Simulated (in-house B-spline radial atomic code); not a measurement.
A fraction x of an electron is removed from 4p in As2+, starting from [Ar] 3d10 4s2 4p1 and keeping the highest spin. All numbers are computed (non-relativistic CAM-B3LYP, spin-polarised, spherical fractional occupations; point nucleus) with a radial B-spline atomic code at the basis-set limit, not measured.

Caution: exact exchange at fractional occupations of open shells leaves self-interaction of up to several eV.

```json
{"x": "0", "E(x) - E(0) (eV)": "0.0000", "4p up level (eV)": "-22.442"}
{"x": "0.06", "E(x) - E(0) (eV)": "1.3605", "4p up level (eV)": "-22.910"}
{"x": "0.16", "E(x) - E(0) (eV)": "3.6907", "4p up level (eV)": "-23.694"}
{"x": "0.27", "E(x) - E(0) (eV)": "6.3447", "4p up level (eV)": "-24.563"}
{"x": "0.49", "E(x) - E(0) (eV)": "11.9412", "4p up level (eV)": "-26.318"}
{"x": "0.5", "E(x) - E(0) (eV)": "12.2047", "4p up level (eV)": "-26.398"}
{"x": "0.53", "E(x) - E(0) (eV)": "13.0003", "4p up level (eV)": "-26.639"}
{"x": "0.63", "E(x) - E(0) (eV)": "15.7045", "4p up level (eV)": "-27.446"}
{"x": "0.82", "E(x) - E(0) (eV)": "21.0658", "4p up level (eV)": "-28.991"}
{"x": "0.94", "E(x) - E(0) (eV)": "24.6036", "4p up level (eV)": "-29.974"}
{"x": "1", "E(x) - E(0) (eV)": "26.4168", "4p up level (eV)": "-"}
```

The exact functional would give a straight line between the two integer points. Deviations E(x) - E(0) - x[E(1) - E(0)], in eV: -0.225 at x = 0.06, -0.536 at x = 0.16, -0.788 at x = 0.27, -1.003 at x = 0.49, -1.004 at x = 0.5, -1.001 at x = 0.53, -0.938 at x = 0.63, -0.596 at x = 0.82, -0.228 at x = 0.94.

The curve lies below the straight line by up to 1.004 eV (at x = 0.5): convex, the delocalisation error, to which spherically averaged exact exchange adds.

Question: How well does Slater's transition state (minus the level at half occupation) give the ionisation energy?

Answer: It gives 26.398 eV against 26.417 eV from the two total energies; NIST lists 28.35 eV, ground level to ground level. The end point has an open shell averaged over its orbitals, so its exact exchange keeps a self-interaction and this is no true integer point.
